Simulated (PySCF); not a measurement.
Spectrum to structure. Computed with PySCF, TDDFT CAM-B3LYP/def2-SVPD, vertical, gas phase, core orbitals frozen in the response. Geometries: GFN2-xTB, one conformer each.

```csv
state,E (eV),f,"main configurations (H = HOMO, L = LUMO)"
S1,5.68,0.0021,H-1→L (79%)
S2,6.20,0.177,H→L (97%)
S3,7.32,0.075,H→L+1 (86%)
S4,7.55,0.033,"H→L+2 (60%), H→L+3 (21%)"
S5,7.61,0.0032,"H-2→L (30%), H-3→L (17%), H-1→L+1 (10%)"
S6,7.89,0.0044,"H→L+3 (64%), H→L+4 (14%), H→L+2 (9%)"
S7,7.96,0.0040,"H-2→L (36%), H-3→L (28%)"
S8,8.31,0.029,"H→L+4 (55%), H-5→L (20%)"
```

Question: Which structure fits? All have the formula C5H5FO2.
A. `O=CO[C@@H]1C=C(F)C1`
B. `O=COC1=CC[C@H]1F`
C. `O=C(O)/C=C1\C[C@@H]1F`

Answer: B. Its S1 lies at 5.68 eV; the nearest of the others has S1 at 5.94 eV. S1 is HOMO-1→LUMO (79%). Löwdin shares by element: HOMO carbon 66% or more, oxygen 14% or more (atoms not listed hold the other 20%); LUMO carbon 54% or more, oxygen 21% or more (atoms not listed hold the other 25%). At the same level the other candidates give, for their lowest levels:
- `O=CO[C@@H]1C=C(F)C1`: 5.94 eV (f 0.003); 7.27 eV (f 0.236); 7.40 eV (f 0.011); 7.66 eV (f 0.025); 7.92 eV (f 0.000); T1 4.53 eV; HOMO -9.12, LUMO 0.95 eV
- `O=C(O)/C=C1\C[C@@H]1F`: 4.89 eV (f 0.000); 5.92 eV (f 0.012); 6.12 eV (f 0.173); 6.45 eV (f 0.376); 7.20 eV (f 0.025); T1 3.81 eV; HOMO -9.69, LUMO -0.79 eV

The values belong to the conformer `[O:1]=[CH:2][O:3][C:4]1=[CH:5][CH2:6][C@H:7]1[F:8]`: O1–C2–O3–C4 1°, C2–O3–C4–C5 -1°.
Triplets come from the Tamm–Dancoff approximation.
